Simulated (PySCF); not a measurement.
Correlation energy of C (carbon, neutral)

[He] 2s1 2p3, high-spin 5S determinant (an excited configuration). Calculation: PySCF 2.14, in x2c-QZVPPall (7s4p3d2f1g, 57 functions); scalar relativity by spin-free X2C-1e. Frozen: 1s2; 4 electrons correlated.

MP2 pair energies summed by pair of shells (mhartree):

```tsv
pair	energy	share (%)
2p-2p	-22.39	78.7
2s-2p	-6.07	21.3
```

Total MP2 correlation energy: -28.45 mhartree.

Same-spin part -28.45 and opposite-spin part 0.00 mhartree; SCS-MP2 scales them by 1/3 and 6/5 to -9.48 mhartree.
